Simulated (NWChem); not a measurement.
AlSiH$_{4}$OCl; SMILES [SiH3][O][AlH][Cl]

```xyz
8

Al     0.8761    -0.7023    -0.0001
Cl    -0.6566    -2.1534    -0.0018
H      2.3757    -1.1579     0.0024
O      0.4640     0.9387    -0.0016
Si    -0.3106     2.3961    -0.0006
H      0.1585     3.2113     1.1510
H     -1.7835     2.2184     0.1091
H     -0.0101     3.1252    -1.2612
```
Atoms are numbered in this order, from 1.

All runs: NWChem. Pople sets run with spherical d functions. Structure relaxed at the B3LYP/6-31G* (spherical d) level. Core excitations by TDA in a window of 1s orbitals, non-relativistic and unshifted: absolute energies depend strongly on the exact-exchange share.

For level Si K edge, PBE/6-311G**:

- first 1s excitation (eV) = 1778.2

Q: How do the values read with level Cl K edge, PBE/6-311G** instead?

A: The first 1s excitation (eV) is 2738.0.
